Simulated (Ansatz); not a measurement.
`COB(C)[SeH]` + `N[SiH](O)S` → `N[Si](O)(S)[SeH]` + `CBOC`  (formal exchange of groups at the Se–B bond)

Isolated molecules relaxed with PBE0-D4/def2-TZVP in Ansatz; ΔE leaves out vibrations. CCSD(T)/CBS adds triple-zeta CCSD(T) − MP2 to the extrapolated MP2 energy (def2 sets, frozen cores). DFT in def2-TZVPP. B3LYP here is the variant with VWN-RPA as its local correlation; programs differ in this. For Se outer-core shells are correlated without core-valence functions, which leaves a few kJ/mol of doubt a bond. Scalar relativity is left out up to krypton. Each species was taken in one conformer, which may not be the lowest.

```tsv
level	ΔE (kJ/mol)
PBE-D4	-6.1
r2SCAN-D4	-3.7
B3LYP-D4	-7.0
PBE	-5.3
B3LYP	-5.5
CCSD(T)/def2-TZVPP	1.5
SCS-MP2/def2-QZVPP	-2.2
MP2/CBS(def2)	-3.6
```

Problem. What does CCSD(T)/CBS give? (Estimate.)

Solution. Computed: -2.3 kJ/mol. The listed levels differ from it by -3.8, -1.4, -4.7, -3.0, -3.2, 3.8, 0.1, -1.3 kJ/mol.

Largest T1 diagnostic among the species: 0.012.

In def2-TZVPP, CCSD(T) changes the Hartree–Fock value by +6.1 kJ/mol (the triples alone add +0.6 kJ/mol) and MP2 by +4.8 kJ/mol.
